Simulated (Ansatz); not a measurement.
This geometry of BrH + Cl3HOSn (8 atoms, charge 0, multiplicity 1) is a first-order saddle point.

Method: RKS PBE-D4/def2-SVP (Ansatz).

```xyz
8
Properties=species:S:1:pos:R:3
Sn 0.058 -0.147 -0.027
O 0.071 -0.114 2.020
H -0.737 0.300 2.392
Cl 2.130 0.380 -0.971
Cl -1.300 1.764 -0.322
Cl -1.161 -1.850 -1.082
Br 1.523 -2.540 1.418
H 0.742 -1.465 2.174
```

(1) Which two structures does it join? (They come from a converged band through this point; their orientation in space is the band's.)

(2) How far does it lie above each of them?

## Answers

(1) Bonds broken: Br7–H8. Bonds formed: Sn1–Br7, O2–H8. BrH + Cl3HOSn becomes BrCl3H2OSn.

Image 0:

```xyz
8
Properties=species:S:1:pos:R:3
Sn -0.104 0.125 -0.115
O 0.099 -0.051 1.882
H -0.778 -0.028 2.320
Cl 2.051 0.365 -0.961
Cl -1.385 2.049 -0.513
Cl -1.227 -1.716 -1.017
Br 1.689 -2.839 1.881
H 0.980 -1.577 2.126
```

Image 10:

```xyz
8
Properties=species:S:1:pos:R:3
Sn 0.071 -0.696 -0.118
O 0.751 0.226 2.054
H -0.081 0.694 2.294
Cl 2.004 0.415 -0.858
Cl -1.783 0.680 0.495
Cl -0.762 -1.610 -2.136
Br 0.354 -2.810 1.242
H 0.772 -0.570 2.630
```

(2) 0.027 eV above the first and 1.051 eV above the second. This is the barrier of this one path; another mechanism may lie lower. The orbitals stay closed-shell, which can raise the energy where a bond breaks towards radicals; this wasn't checked here.

The run took 85 s on 4 threads of AMD EPYC 9R45 96-Core Processor (Zen 5), on a shared host, peak memory 0.24 GiB.
